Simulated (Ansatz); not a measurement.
CuAu₂, relaxed as a doublet with UKS PBE0-D4/def2-TZVP in Ansatz, starting from the GFN1-xTB geometry. Force threshold 0.02 eV/Å.

In the def2 sets Au takes a core potential; there is no spin–orbit coupling. The structure comes from a short search, and lower isomers may exist.

Start:

```xyz
3

Au    1.596   -0.065   -1.693
Au   -1.594    0.066    1.694
Cu   -0.002   -0.001   -0.001
```

```
         step  energy (eV)  largest force component (eV/Å)  SCF passes
            1  -52021.6216                           1.022          23
            2  -52021.7425                           0.202          30
            3  -52021.7491                           0.016          31
            4  -52021.7492                           0.002          32
            5  -52021.7492                           0.003          20
            6  -52021.7492                           0.005          35
            7  -52021.7494                           0.011          34
            8  -52021.7503                           0.022          35
            9  -52021.7635                           0.065          41
           10  -52021.7974                           0.110          39
           11  -52021.8369                           0.083          32
           12  -52021.8680                           0.154          32
           13  -52021.8944                           0.264          30
           14  -52021.9498                           0.288          31
           15  -52022.0579                           0.339          30
           16  -52022.1912                           0.182          35
17 (rejected)  -52022.0477                           1.419          36
           18  -52022.2019                           0.072          31
           19  -52022.2029                           0.017          31
```

Force components are those of the run's own axes.

End:

```tsv
atom	x (Å)	y (Å)	z (Å)
Au1	1.379	0.311	-0.613
Au2	-0.515	0.390	1.399
Cu3	-0.865	-0.702	-0.786
```

Bonds formed: Au1–Au2 (atoms count from 1).

The force fell under the threshold at step 3, but the optimiser went on and released 0.454 eV more. No frequencies were taken in this run, so the end may be a saddle point.

Run time 53 s (4 threads of Arm Neoverse V2 on a shared host).
